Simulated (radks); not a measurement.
Values are calculated unless marked as measured or tabulated.
Q: Successive ionisation energies (eV) of one element, from differences of total energies of ions in their ground configurations, starting at charge 0: 8.881, 15.995, 23.412, 44.807, 56.453, 89.646, 106.94, 124.79, 143.11, 161.66, 188.58. Code: a radial shooting solver on a logarithmic mesh with Libxc functionals. Model: scalar-relativistic Kohn-Sham, r2SCAN, spin-polarised, spherical densities, finite nucleus; open shells are filled with parallel spins first (spin-orbit coupling, left out, can overturn this in heavy ions); meta-GGA in the generalised Kohn-Sham scheme; Fermi nuclear charge, rms radius 5.5211 fm. Which element is it?

A: Bismuth (Z = 83). The first species listed is Bi in [Hg] 6p3, the last Bi10+ in [Xe] 4f14 5d5.
